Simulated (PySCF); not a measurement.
C2H10O2SSi2, SMILES [Si](S[SiH2]C)(C)(O)O, GFN2-xTB optimised geometry.

```
17

Si     2.38    -0.05     1.98
C      4.27     0.09     2.08
S      1.95    -0.75     0.00
Si    -0.22    -0.75     0.00
C     -0.90     1.01     0.00
O     -0.80    -1.47     1.33
O     -0.67    -1.65    -1.28
H      1.86    -1.01     2.94
H      1.74     1.25     2.16
H      4.57     0.44     3.06
H      4.74    -0.87     1.89
H      4.65     0.79     1.34
H     -1.95     1.01    -0.27
H     -0.37     1.65    -0.71
H     -0.81     1.46     0.98
H     -0.85    -2.42     1.37
H     -0.22    -1.55    -2.11
```

Density from B3LYP/def2-SVP (PySCF 2.14.0) at that geometry.

Minimum of the electron density along straight lines between bonded atoms, close to the bond critical point (lines longer than 1.1 times the sum of covalent radii, or with two minima, are not listed):

```
bond    length / Å  ρ at the minimum / e bohr⁻³  ∇²ρ there / e bohr⁻⁵  position (fraction from the first atom)
------  ----------  ---------------------------  --------------------  ---------------------------------------
Si1–C2       1.889                        0.114                  0.33                                     0.38
Si1–S3       2.143                        0.091                  0.17                                     0.36
S3–Si4       2.165                        0.091                  0.13                                     0.64
Si4–C5       1.890                        0.117                  0.32                                     0.38
Si4–O6       1.619                        0.133                  1.11                                     0.41
Si4–O7       1.626                        0.130                  1.08                                     0.41
Si1–H8       1.461                        0.119                  0.33                                     0.49
Si1–H9       1.462                        0.118                  0.33                                     0.49
C2–H10       1.085                        0.273                 -0.98                                     0.62
C2–H11       1.086                        0.273                 -0.99                                     0.63
C2–H12       1.086                        0.273                 -0.99                                     0.63
C5–H13       1.085                        0.273                 -0.98                                     0.63
C5–H14       1.086                        0.273                 -0.98                                     0.62
C5–H15       1.084                        0.273                 -0.99                                     0.63
O6–H16       0.955                        0.353                 -2.44                                     0.82
O7–H17       0.953                        0.355                 -2.43                                     0.82
```
